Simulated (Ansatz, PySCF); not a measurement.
Gas-phase reaction (SMILES): O[Si](O)(O)F + [H][H] (H2) -> O[SiH](O)O + F (HF); hydrogen cleaves one Si-F bond, a model of a ligand-exchange step.

Structures are relaxed separately at B3LYP-D3(BJ)/def2-TZVP in Ansatz (a quantum-chemistry and plane-wave program), one conformer each, not searched for the lowest. Correlated levels leave the core frozen unless marked. Spin-orbit coupling is left out. No relativistic terms. CBS(X,Y): correlation extrapolated as X^-3; Hartree-Fock from the larger set. Thermal terms are rigid-rotor harmonic-oscillator values from B3LYP-D3(BJ) frequencies (Ansatz or PySCF) at 298.15 K and 1 atm. 1 Eh = 627.5095 kcal/mol.

```json
[
 {"species": "O[Si](O)(O)F", "E, CCSD(T)/CBS(aug-cc-pV(T+d)Z,aug-cc-pV(Q+d)Z) (Ansatz) (Eh)": "-616.43143", "E, wB97M-V/def2-TZVPD (Ansatz) (Eh)": "-617.11468", "H - E (Eh)": "0.05355"},
 {"species": "[H][H] (H2)", "E, CCSD(T)/CBS(aug-cc-pV(T+d)Z,aug-cc-pV(Q+d)Z) (Ansatz) (Eh)": "-1.17444", "E, wB97M-V/def2-TZVPD (Ansatz) (Eh)": "-1.16077", "H - E (Eh)": "0.01336"},
 {"species": "O[SiH](O)O", "E, CCSD(T)/CBS(aug-cc-pV(T+d)Z,aug-cc-pV(Q+d)Z) (Ansatz) (Eh)": "-517.15971", "E, wB97M-V/def2-TZVPD (Ansatz) (Eh)": "-517.76065", "H - E (Eh)": "0.05830"},
 {"species": "F (HF)", "E, CCSD(T)/CBS(aug-cc-pV(T+d)Z,aug-cc-pV(Q+d)Z) (Ansatz) (Eh)": "-100.39216", "E, wB97M-V/def2-TZVPD (Ansatz) (Eh)": "-100.46200", "H - E (Eh)": "0.01259"}
]
```

Problem. Work out ΔE and ΔH at 298.15 K at the first level, then ΔH at the second.

Solution. 
1. ΔE = [(-517.15971) + (-100.39216)] - [(-616.43143) + (-1.17444)] = 0.05400 Eh = 33.9 kcal/mol at CCSD(T)/CBS(aug-cc-pV(T+d)Z,aug-cc-pV(Q+d)Z).
2. The terms H - E add up to 0.00398 Eh, so ΔH = (0.05400 + (0.00398))×627.5095 = 36.4 kcal/mol.
3. At wB97M-V/def2-TZVPD the same steps give ΔE = 33.1 and ΔH = 35.6 kcal/mol, a shift of -0.8 from the first level.
4. These values are not checked against measurement here, since the tables used lack a sound gas-phase enthalpy of formation for at least one species.
